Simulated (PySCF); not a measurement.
CaF2, SMILES [F][Ca][F].

Coordinates come from a PBE0-D3(BJ)/def2-TZVP optimisation. The isomer is the one that the SMILES or the coordinates give; other isomers of the formula were not compared.

The numbers are results of B3LYP/def2-TZVPD in PySCF, not measurements.

Isolated molecule, no solvent.

Task: Estimate the frontier levels, gap, dipole moment and polarisability. (Estimate from the structure and the level; the computed values follow.)

Result: 
```
Item                                                                                                              Value
---------------------------------------------------------------------------------------------  ------------------------
highest occupied level                                                                                         -8.71 eV
lowest empty level                                                                                             -2.07 eV
orbital gap                                                                                                     6.64 eV
dipole moment                                                                                                    4.23 D
quadrupole, principal values (traceless, Buckingham form, about the centre of nuclear charge)  -24.80, 12.39, 12.40 D·Å
mean static polarisability                                                                         23.1 bohr³ (3.43 Å³)
polarisability, principal values                                                                 19.2, 19.8, 30.4 bohr³
```
